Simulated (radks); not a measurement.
The numbers below are computed, except where a source is named.
Initial-state core-level shifts of neutral copper when its valence configuration changes from [Ar] 3d10 4s1. Level of theory: Dirac Kohn-Sham, PBE, spin-unpolarised, spherical densities, point nucleus; open shells fill j = l - 1/2 first (a radial shooting solver on a logarithmic mesh with Libxc functionals). Shifts are changes of the shell-averaged eigenvalues in eV (positive: less bound).

| valence | 1s | 2s | 2p | 3s |
|---|---|---|---|---|
| 3d10 4s0.5 4p0.5 | -1.120 | -1.042 | -1.048 | -1.120 |
| 3d9 4s2 | -5.159 | -5.749 | -5.690 | -5.278 |
| 3d9 4s1 4p1 | -7.227 | -7.705 | -7.653 | -7.339 |
| 3d9 4s1.5 4p0.5 | -6.254 | -6.786 | -6.731 | -6.368 |
| 3d9.5 4s1 4p0.5 | -3.479 | -3.678 | -3.656 | -3.560 |
| 3d8.5 4s1 4p1.5 | -11.277 | -12.107 | -12.019 | -11.348 |
| 3d7 4s1 4p3 | -25.221 | -27.519 | -27.293 | -24.602 |
| 3d7.5 4s1 4p2.5 | -20.286 | -22.031 | -21.856 | -20.004 |
| 3d10 4p1 | -2.082 | -1.929 | -1.940 | -2.082 |
